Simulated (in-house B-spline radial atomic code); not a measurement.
Mg²⁺. Computed with a B-spline radial atomic code. Model: non-relativistic spherical atom: semilocal Troullier-Martins pseudo-atom, one channel per l, against all electrons, high spin, G0W0 and RPA with empty states to l = 8, local potential for every l without a channel, a model core (radius 0 = none) keeps its share of the functional.

What the tables leave out is listed at the end.

The pseudopotential gives back the lowest level of each angular momentum of its own functional in the configuration it was made in; a second state of the same l is only approximately right. Exact exchange, RPA and GW see the smooth pseudo-orbitals and miss the exchange with the core, for which the functional's share stands in. The column with an uncorrelated core keeps all orbitals and exact exchange, and so separates missing core correlation from pseudisation. Only the three outermost levels and the lowest empty one were computed. RPA here is direct RPA, with no exchange kernel, and its energies carry an (l + 1/2)⁻⁴ tail. A hybrid on a potential with a model core restores only its own semilocal share of the core's exchange.

Command:
```bash
python run_psgw.py task.json out
```
Settings (lengths in bohr, energies in hartree):
```
Z                      12
electrons              10
configuration          [He] 2s2 2p6
generated_in           [Ne] 3s2
functional             lda,vwn
core_shells            1
radius_factor          1.3
core_correction        False
```

Time taken, with all properties: 14 s on 1 thread of Arm Neoverse N1 (shared host).

Given: made with LDA VWN5; model core radius 0 bohr; local radius 0.745 bohr; mean-field start LDA VWN5.

Valence shells of the generating configuration: 2s, 2p, 3s.

Channel: s 0.712, p 0.929 (radii in bohr).

Computed: largest level miss in the spin-unpolarised generating configuration 0.025 eV; valence RPA correlation energy pseudo -0.45187 hartree; all-electron RPA polarisability, core included 0.48474 bohr³; pseudo-atom RPA polarisability 0.47734 bohr³.

```
     level  occupied  mean-field all-electron (eV)  mean-field pseudo minus all (eV)  G0W0 all-electron (eV)  G0W0 uncorrelated core minus all (eV)  G0W0 pseudo minus all (eV)  exchange self-energy all-electron (eV)  exchange self-energy pseudo (eV)
        2p         1                        -66.86                            -0.095                 -79.932                                  0.067                      -0.299                                  -52.78                           -50.764
3s (empty)         0                        -17.89                            -0.088                 -14.775                                  0.003                        -0.1                                 -2.1584                           -1.9501
```

**Question.** What is the valence RPA correlation energy all-electron orbitals?

**Answer.** -0.48667 hartree.

Given: mean-field start PBE0.

Computed: valence RPA correlation energy all-electron orbitals -0.46798 hartree; valence RPA correlation energy pseudo -0.43536 hartree; pseudo-atom RPA polarisability 0.43589 bohr³.

```csv
level,occupied,mean-field all-electron (eV),mean-field pseudo minus all (eV),G0W0 all-electron (eV),G0W0 uncorrelated core minus all (eV),G0W0 pseudo minus all (eV),exchange self-energy all-electron (eV),exchange self-energy pseudo (eV)
2p,1,-70.784,-0.316,-80.039,0.066,-0.052,-52.872,-51.042
2s,1,-105.53,0.041,-116.57,0.02,-0.668,-61.125,-59.128
3s (empty),0,-17.285,-0.052,-14.861,0.003,-0.079,-1.8854,-1.7016
```

**Question.** What is the all-electron RPA polarisability, core included?

**Answer.** 0.44714 bohr³.

Given: mean-field start Hartree-Fock.

Computed: valence RPA correlation energy all-electron orbitals -0.42359 hartree; all-electron RPA polarisability, core included 0.36707 bohr³; pseudo-atom RPA polarisability 0.36179 bohr³.

```json
{"level": "2p", "occupied": "1", "mean-field all-electron (eV)": "-81.802", "mean-field pseudo minus all (eV)": "-0.098", "G0W0 all-electron (eV)": "-80.586", "G0W0 uncorrelated core minus all (eV)": "0.065", "G0W0 pseudo minus all (eV)": "-0.058", "exchange self-energy all-electron (eV)": "-52.955", "exchange self-energy pseudo (eV)": "-51.08"}
{"level": "2s", "occupied": "1", "mean-field all-electron (eV)": "-121.99", "mean-field pseudo minus all (eV)": "-1.108", "G0W0 all-electron (eV)": "-118.23", "G0W0 uncorrelated core minus all (eV)": "0.017", "G0W0 pseudo minus all (eV)": "-0.875", "exchange self-energy all-electron (eV)": "-61.494", "exchange self-energy pseudo (eV)": "-59.634"}
{"level": "3s (empty)", "occupied": "0", "mean-field all-electron (eV)": "-14.71", "mean-field pseudo minus all (eV)": "-0.079", "G0W0 all-electron (eV)": "-14.972", "G0W0 uncorrelated core minus all (eV)": "0.002", "G0W0 pseudo minus all (eV)": "-0.078", "exchange self-energy all-electron (eV)": "-1.2317", "exchange self-energy pseudo (eV)": "-1.1155"}
```

**Question.** What is the valence RPA correlation energy pseudo?

**Answer.** -0.39585 hartree.

Among the listed levels the largest G0W0 shift of the pseudo-atom is -0.88 eV, for 2s on the Hartree-Fock start, while leaving the core uncorrelated moves that level by +0.02 eV. So pseudisation and the lost core exchange, not the missing core correlation, make the error. Not in the tables (levels of low weight, unsolved or above zero; the highest and the empty levels are kept at any weight): on LDA the G0W0 levels 2s (pseudo minus all -0.28 eV, weights 0.40 and 0.51).
